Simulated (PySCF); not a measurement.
Compound: W(NH)2(CH2SiH3)2, C2H12N2Si2W (singlet state).
SMILES: `[NH]=[W](=[NH])([CH2][SiH3])[CH2][SiH3]`

Theory: PySCF, TDDFT B3LYP/def2-SVPD, vertical, gas phase, core orbitals frozen in the response, def2 core potentials past Kr. Isolated species at its PBE0-D3(BJ)/def2-SVP geometry, gas phase. Spin–orbit coupling is left out.

Broadening: Gaussians 0.4 eV wide at half height, area fixed by f = 4.319×10⁻⁹ ∫ε dν̃. The cross-section is σ = 3.8235×10⁻²¹ ε cm², given in Mb (10⁻¹⁸ cm²). The width is an assumption, not a result. The curve ends short of the highest state used, and states not computed would add to its high-energy end.

E (eV), σ (Mb) and a bar:
```
     3.45       0.00 
     3.52       0.01 
     3.59       0.02 
     3.66       0.07 
     3.73       0.15 
     3.80       0.31 #
     3.87       0.52 #
     3.94       0.74 ##
     4.00       0.88 ##
     4.07       0.92 ##
     4.14       0.83 ##
     4.21       0.71 ##
     4.28       0.68 ##
     4.35       0.91 ##
     4.42       1.47 ####
     4.49       2.28 #####
     4.56       3.11 #######
     4.63       3.60 #########
     4.70       3.52 ########
     4.77       2.91 #######
     4.84       2.04 #####
     4.91       1.23 ###
     4.97       0.78 ##
     5.04       0.63 ##
     5.11       1.00 ##
     5.18       2.03 #####
     5.25       3.89 #########
     5.32       6.55 ################
     5.39       9.66 #######################
     5.46      12.47 ##############################
```

Task: Where are the band maxima, and which computed states make them?

Result: 306 nm (4.06 eV), ε about 240, made up of S1 (99%); 266 nm (4.66 eV), ε about 950, made up of S2 (100%) (ε in L mol⁻¹ cm⁻¹; maxima over ε = 5, shares over 10%). At its high-energy end, 5.46 eV, the curve is still rising (ε about 3300, from S6 and S7). The states used: S1 4.05 eV (f 0.0036); S2 4.66 eV (f 0.014); S3 5.16 eV (f 0.0000); S4 5.32 eV (f 0.0000); S5 5.44 eV (f 0.0003); S6 5.45 eV (f 0.021); S7 5.61 eV (f 0.039); S8 5.88 eV (f 0.0000); S9 5.93 eV (f 0.0000); S10 6.06 eV (f 0.0017).

Task: On this curve, what absorbance would a 10⁻³ mol/L sample give at 266 nm over a 1 cm path?

Result: 266 nm is 4.661 eV, where ε is about 950 L mol⁻¹ cm⁻¹, so A = ε c l ≈ 0.95 (Beer–Lambert, with the gas-phase spectrum and the assumed width).

Task: Coming from long wavelengths, where does ε first pass 100 L mol⁻¹ cm⁻¹?

Result: At about 324 nm (3.83 eV), 0.22 eV below S1.

Task: What would ε be at 4.66 eV, the highest of these maxima, with half the width (0.2 eV)?

Result: About 1900 L mol⁻¹ cm⁻¹ against 952, a factor of about 2.00; a lone state at its own centre would give exactly 2.
